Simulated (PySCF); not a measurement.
Gas-phase reaction: 2 GaH2Cl + Cl2 = 2 GaHCl2 + H2

Computed with PySCF and rigid-rotor harmonic-oscillator thermochemistry at 1 bar. † marks an energy on the PBE0/def2-TZVP geometry and frequencies; other levels use their own. MP2 and CCSD(T) freeze the core. All species are closed-shell singlets. B3LYP is the form with VWN-RPA correlation. Ga: all electrons, no relativistic terms. GaH2Cl, GaHCl2: computed as isolated molecules; such fragments, hydroxides, amides, oligomers or adducts are transient or little studied in the gas. MP2 isn't extrapolated to the basis-set limit; its ΔH°(298 K) is -439.4 kJ in def2-SVP and -419.8 kJ in def2-TZVPP. CCSD(T) isn't extrapolated to the basis-set limit; its ΔH°(298 K) is -417.1 kJ in def2-SVP and -399.0 kJ in def2-TZVPP. The harmonic model lacks anharmonicity and excited electronic states, which grow with temperature; levels with a mode under 35 cm⁻¹ are left out.

| level | ΔE electronic, kJ | ΔH°(298 K), kJ | ΔS°(298 K), J/K | ΔG°(1200 K), kJ |
|---|---|---|---|---|
| B3LYP/def2-TZVP† | -377 | -376 | -21 | -360 |
| CCSD(T)/def2-SVP† | -418 | -417 | -21 | -401 |
| CCSD(T)/def2-TZVPP† | -400 | -399 | -21 | -383 |
| M06-2X/def2-TZVP† | -417 | -416 | -21 | -400 |
| MP2/def2-SVP† | -440 | -439 | -21 | -423 |
| MP2/def2-TZVPP† | -421 | -420 | -21 | -403 |
| PBE/def2-SVP | -391 | -389 | -21 | -373 |
| PBE/def2-TZVP† | -371 | -370 | -21 | -354 |
| PBE0/def2-TZVP | -385 | -385 | -21 | -368 |
| r2SCAN/def2-TZVP† | -401 | -401 | -21 | -384 |
| LDA/def2-TZVP† | -373 | -372 | -21 | -356 |
ΔH° is lowest at MP2/def2-SVP† and highest at PBE/def2-TZVP†. No reference value is set beside these.
